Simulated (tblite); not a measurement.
Record of a relaxation.

Compound: C2H7FSSi.
Atom-mapped SMILES: `[CH3:1][C@H:2]([F:3])[SiH2:4][SH:5]` (hydrogens: H6, H7, H8 on C1; H9 on C2; H10, H11 on Si4; H12 on S5)

Computed with GFN2-xTB (tblite), gas phase: L-BFGS steps from a force-field or distance-geometry start until the largest atomic force falls under 0.01 eV/Å. 9 of its 124 geometries are shown.

Step 0: E = -477.8865 eV, largest atomic force 1.920 eV/Å
```
atom  x, y, z in Å  |  force x, y, z in eV/Å
C1     -1.671   -0.126    0.177   -1.831   0.563   0.127
C2     -0.345    0.443   -0.213    0.373   0.536   1.391
F3     -0.402    0.930   -1.478    0.065   0.384  -0.842
Si4     1.061   -0.764   -0.002    1.113  -0.732   0.365
S5      2.849    0.372   -0.376    0.111   1.001   0.405
H6     -1.724   -1.226    0.188    0.068   0.579   0.124
H7     -2.002    0.321    1.148    0.224  -0.768  -0.681
H8     -2.397    0.251   -0.589    0.320  -0.462   0.613
H9     -0.093    1.301    0.463   -0.359  -0.071  -0.558
H10     0.968   -1.880   -0.939    0.111   0.174  -0.001
H11     1.158   -1.262    1.395   -0.170   0.184  -0.388
H12     2.599    1.640    0.199   -0.025  -1.390  -0.556
```

Step 15: E = -478.2066 eV, largest atomic force 0.126 eV/Å
```
atom  x, y, z in Å  |  force x, y, z in eV/Å
C1     -1.711   -0.099    0.186   -0.033  -0.043   0.021
C2     -0.344    0.481   -0.154   -0.071   0.029  -0.037
F3     -0.359    0.891   -1.485    0.028   0.000  -0.088
Si4     1.121   -0.746    0.030    0.007  -0.005   0.021
S5      2.936    0.313   -0.355    0.084   0.085   0.040
H6     -1.705   -1.184    0.165   -0.024  -0.045  -0.036
H7     -2.029    0.229    1.171    0.009  -0.038   0.046
H8     -2.438    0.252   -0.544   -0.005   0.026   0.034
H9     -0.193    1.409    0.411    0.046   0.039   0.014
H10     1.056   -1.784   -0.981   -0.050  -0.017  -0.019
H11     1.144   -1.240    1.401   -0.047  -0.032   0.053
H12     2.524    1.478    0.128    0.056   0.000  -0.047
```

Step 31: E = -478.2589 eV, largest atomic force 0.178 eV/Å
```
atom  x, y, z in Å  |  force x, y, z in eV/Å
C1     -1.695   -0.124    0.195    0.011   0.039   0.008
C2     -0.368    0.509   -0.195   -0.012   0.020   0.025
F3     -0.383    0.759   -1.568   -0.019   0.111   0.045
Si4     1.110   -0.681    0.094   -0.157  -0.082   0.019
S5      3.025    0.257   -0.055    0.120   0.012   0.013
H6     -1.721   -1.172   -0.099   -0.054   0.069   0.022
H7     -1.829   -0.047    1.273    0.003  -0.061  -0.118
H8     -2.514    0.397   -0.306    0.067  -0.032   0.092
H9     -0.281    1.496    0.285    0.051  -0.082  -0.133
H10     1.008   -1.676   -0.965    0.078  -0.010   0.007
H11     0.989   -1.246    1.433    0.021   0.001   0.051
H12     2.662    1.528   -0.118   -0.109   0.015  -0.029
```

Step 46: E = -478.2995 eV, largest atomic force 0.101 eV/Å
```
atom  x, y, z in Å  |  force x, y, z in eV/Å
C1     -1.678   -0.109    0.190   -0.086  -0.020   0.011
C2     -0.356    0.501   -0.237    0.023  -0.031   0.049
F3     -0.400    0.744   -1.608    0.062   0.041   0.057
Si4     1.101   -0.699    0.128    0.011  -0.043  -0.020
S5      2.984    0.327    0.157   -0.065   0.077  -0.005
H6     -1.817   -1.073   -0.292    0.011  -0.014  -0.001
H7     -1.674   -0.253    1.267   -0.036   0.011  -0.001
H8     -2.519    0.526   -0.083    0.067   0.054   0.009
H9     -0.223    1.486    0.232   -0.048  -0.013  -0.072
H10     1.124   -1.705   -0.926    0.008  -0.002   0.024
H11     0.904   -1.231    1.473    0.034  -0.024  -0.026
H12     2.557    1.485   -0.328    0.019  -0.036  -0.024
```

Step 62: E = -478.3186 eV, largest atomic force 0.057 eV/Å
```
atom  x, y, z in Å  |  force x, y, z in eV/Å
C1     -1.701   -0.088    0.181   -0.009   0.004   0.003
C2     -0.340    0.463   -0.194    0.026   0.014   0.021
F3     -0.323    0.729   -1.565   -0.003   0.010   0.022
Si4     1.123   -0.734    0.164   -0.027  -0.041  -0.028
S5      2.918    0.438    0.206   -0.004   0.030   0.009
H6     -1.891   -1.018   -0.349    0.009  -0.023   0.016
H7     -1.735   -0.273    1.252    0.001  -0.017  -0.027
H8     -2.485    0.622   -0.078   -0.006   0.001  -0.012
H9     -0.195    1.442    0.281   -0.005   0.010   0.005
H10     1.196   -1.716   -0.911   -0.012   0.021   0.007
H11     0.979   -1.325    1.487    0.005   0.029  -0.003
H12     2.456    1.460   -0.501    0.024  -0.038  -0.013
```

Step 77: E = -478.3277 eV, largest atomic force 0.094 eV/Å
```
atom  x, y, z in Å  |  force x, y, z in eV/Å
C1     -1.711   -0.107    0.169   -0.007   0.000  -0.040
C2     -0.351    0.488   -0.143    0.000   0.002  -0.001
F3     -0.304    0.810   -1.502    0.008   0.009   0.013
Si4     1.118   -0.708    0.187   -0.016   0.092   0.005
S5      2.909    0.467    0.262   -0.010  -0.035  -0.001
H6     -1.845   -1.051   -0.353    0.014   0.008  -0.008
H7     -1.788   -0.283    1.238   -0.031   0.010   0.008
H8     -2.499    0.575   -0.145   -0.007  -0.023   0.043
H9     -0.240    1.449    0.375    0.005  -0.008   0.007
H10     1.164   -1.638   -0.930    0.026  -0.070  -0.023
H11     1.004   -1.314    1.502   -0.012  -0.026   0.032
H12     2.544    1.313   -0.688    0.030   0.042  -0.034
```

Step 92: E = -478.3317 eV, largest atomic force 0.029 eV/Å
```
atom  x, y, z in Å  |  force x, y, z in eV/Å
C1     -1.721   -0.120    0.159    0.005  -0.014  -0.008
C2     -0.366    0.504   -0.117   -0.020  -0.006  -0.004
F3     -0.312    0.877   -1.461    0.011   0.006  -0.023
Si4     1.113   -0.683    0.194    0.024  -0.002   0.017
S5      2.917    0.472    0.253    0.005   0.000  -0.017
H6     -1.825   -1.058   -0.381   -0.001  -0.002   0.001
H7     -1.825   -0.311    1.224    0.012  -0.006  -0.016
H8     -2.516    0.550   -0.161   -0.021   0.015   0.009
H9     -0.272    1.446    0.436    0.001   0.010   0.020
H10     1.173   -1.642   -0.903   -0.013   0.000  -0.004
H11     1.005   -1.286    1.512    0.000   0.002   0.018
H12     2.631    1.250   -0.781   -0.003  -0.004   0.008
```

Step 108: E = -478.3347 eV, largest atomic force 0.036 eV/Å
```
atom  x, y, z in Å  |  force x, y, z in eV/Å
C1     -1.725   -0.135    0.124   -0.006  -0.002  -0.005
C2     -0.372    0.521   -0.081   -0.001  -0.005  -0.001
F3     -0.279    0.950   -1.407    0.005   0.005   0.006
Si4     1.112   -0.658    0.240   -0.001  -0.005   0.004
S5      2.925    0.482    0.195    0.013  -0.027   0.009
H6     -1.826   -1.000   -0.528    0.005  -0.001   0.007
H7     -1.819   -0.459    1.157   -0.002   0.007  -0.007
H8     -2.529    0.564   -0.104    0.008  -0.004  -0.001
H9     -0.307    1.440    0.515   -0.002  -0.003   0.004
H10     1.133   -1.663   -0.817    0.000   0.001   0.008
H11     1.041   -1.200    1.587   -0.005   0.009  -0.007
H12     2.646    1.158   -0.908   -0.015   0.027  -0.018
```

Step 123: E = -478.3385 eV, largest atomic force 0.008 eV/Å
```
atom  x, y, z in Å  |  force x, y, z in eV/Å
C1     -1.712   -0.138    0.083    0.003  -0.002  -0.003
C2     -0.353    0.525   -0.040    0.001   0.002   0.005
F3     -0.216    1.030   -1.335   -0.002   0.000  -0.001
Si4     1.118   -0.673    0.272   -0.006  -0.001  -0.005
S5      2.941    0.427    0.044   -0.001  -0.001   0.001
H6     -1.785   -0.980   -0.600    0.000  -0.001  -0.003
H7     -1.849   -0.496    1.099    0.004   0.002   0.003
H8     -2.505    0.569   -0.154    0.000   0.001  -0.002
H9     -0.308    1.409    0.609    0.001  -0.003   0.000
H10     1.060   -1.748   -0.713    0.000   0.002   0.002
H11     1.091   -1.129    1.652    0.000  -0.002   0.005
H12     2.518    1.203   -0.942    0.000   0.003  -0.002
```

**Question.** Summarise the path.

**Answer.** The energy falls by 43.62 kJ/mol from step 0 to step 123; nine tenths of that is first reached at step 44. It falls at every step. The largest force goes from 1.920 to 0.008 eV/Å. Among the bonds S5–H12 changes most, from 1.414 to 1.325 Å; the atoms move by 0.563 Å rms after alignment.

**Question.** Follow the three bonds and two angles with the largest change from start to end.

**Answer.** 
```csv
step,E above end (kJ/mol),largest force (eV/Å),S5–H12 (Å),C2–Si4 (Å),C2–F3 (Å),Si4–S5–H12 (°),Si4–C2–H9 (°)
0,43.62,1.920,1.414,1.865,1.357,104.8,104.9
5,17.20,0.439,1.319,1.927,1.392,100.3,109.2
11,13.47,0.113,1.323,1.923,1.397,95.6,111.1
16,12.58,0.126,1.329,1.922,1.394,96.1,112.9
21,11.10,0.207,1.318,1.933,1.396,97.9,112.9
27,8.85,0.166,1.325,1.915,1.394,98.7,114.9
32,7.25,0.199,1.325,1.921,1.396,100.4,116.0
37,5.88,0.160,1.329,1.925,1.394,99.0,116.0
43,4.41,0.105,1.321,1.924,1.393,97.5,112.6
48,3.30,0.093,1.323,1.920,1.392,97.3,113.2
53,2.70,0.077,1.326,1.920,1.395,97.4,112.3
59,2.02,0.052,1.326,1.924,1.395,96.9,112.5
64,1.87,0.051,1.326,1.922,1.396,96.8,112.1
70,1.59,0.067,1.326,1.923,1.397,96.9,112.2
75,1.27,0.073,1.325,1.921,1.398,96.2,112.9
80,0.92,0.055,1.323,1.921,1.397,95.5,112.7
86,0.76,0.024,1.325,1.923,1.397,96.3,112.7
91,0.69,0.031,1.325,1.921,1.396,96.4,112.6
96,0.62,0.029,1.325,1.924,1.397,96.4,112.1
102,0.52,0.026,1.325,1.923,1.397,96.8,112.1
107,0.38,0.078,1.322,1.923,1.397,96.3,112.2
112,0.34,0.021,1.325,1.923,1.397,96.6,112.2
118,0.07,0.064,1.322,1.921,1.398,95.8,112.2
123,0.00,0.008,1.325,1.922,1.397,96.2,112.0
```

The cost below is that of the whole relaxation. The run took 1.9 s on an Intel Xeon at 2.50 GHz with one thread, no GPU (shared host).
